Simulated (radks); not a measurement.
Question: Radial electron density D(r) = 4 pi r^2 rho(r) of an atom or ion with 37 electrons. All-electron calculation, scalar-relativistic Kohn-Sham, PBEsol, spin-polarised, spherical densities, finite nucleus; Fermi nuclear charge, rms radius of each element as measured or else 0.836 A^(1/3) + 0.57 fm. Program: a radial shooting solver on a logarithmic mesh with Libxc functionals.

```
   r/bohr * D(r) (the largest magnitude, 61.2, reaches the edge; | marks zero)
 0.002461 |  *
  0.00323 |    *
  0.00424 |       *
 0.005566 |           *
 0.007247 |                *
 0.009513 |                       *
  0.01249 |                              *
  0.01639 |                                      *
  0.02134 |                                           *
  0.02801 |                                            *
  0.03677 |                                         *
  0.04826 |                                     *
  0.06284 |                                       *
  0.08249 |                                               *
   0.1083 |                                                      *
   0.1421 |                                                  *
   0.1851 |                                      *
   0.2429 |                                *
   0.3188 |                                      *
   0.4185 |                                      *
   0.5449 |                         *
   0.7153 |           *
   0.9388 |       *
    1.232 |       *
    1.605 |    *
    2.106 | *
    2.765 *
    3.629 *
    4.725 *
    6.202 *
```

What is the nuclear charge?

Answer: Z = 40. The innermost maximum, from 1s, lies near gamma/Z bohr with gamma = sqrt(1 - (Z/c)^2) = 0.956, here 0.0239 bohr (found: 0.0261), and its height grows with Z. The density is that of the zirconium ion Zr3+ in [Kr] 4d1; the configuration itself is not fixed sharply by these data, and Z only to a few units. D(r) has 3 maxima, at r = 0.0261, 0.115, 0.368 bohr, and minima at 0.0527, 0.235 bohr, inside which lie 2.04, 11.07 electrons.
